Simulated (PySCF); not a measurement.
ZrCl₄.H₂O, optimised at PBE0/def2-TZVP:

```xyz
8

O      0.4569     0.5653    -2.0361
Zr    -0.0551     0.0806     0.2387
Cl    -2.2088     0.4138    -0.6840
Cl     1.0902     2.0367     0.7705
Cl    -0.7102    -0.6640     2.3469
Cl     1.3285    -1.7474    -0.3484
H     -0.2999     0.7444    -2.6044
H      1.0318    -0.0691    -2.4776
```

Method: PySCF energies (xtb for GFN2) plus ideal-gas RRHO corrections (1 bar). All species are closed-shell singlets. Zr: scalar-relativistic def2 core potential, no spin-orbit coupling. Adducts (ZrCl₄.H₂O) have no counterpoise correction, and HF, PBE, BLYP, B3LYP and PBE0 lack dispersion. ZrCl₄.H₂O: computed as isolated molecules; such fragments, hydroxides, amides, oligomers or adducts are transient or little studied in the gas.

Q: List the harmonic frequencies (cm⁻¹, unscaled) at this level and at the other levels, each on its own geometry.

A: 
- PBE0/def2-TZVP: 54, 67, 116, 117, 127, 152, 155, 224, 260, 340, 365, 391, 403, 426, 554, 1606, 3803, 3907
- GFN2-xTB: 44, 59, 101, 101, 115, 144, 145, 148, 208, 303, 316, 352, 379, 385, 389, 1432, 3394, 3407
- PBE/def2-SVP: 53, 69, 110, 111, 120, 152, 153, 237, 268, 346, 367, 380, 397, 430, 540, 1529, 3630, 3731
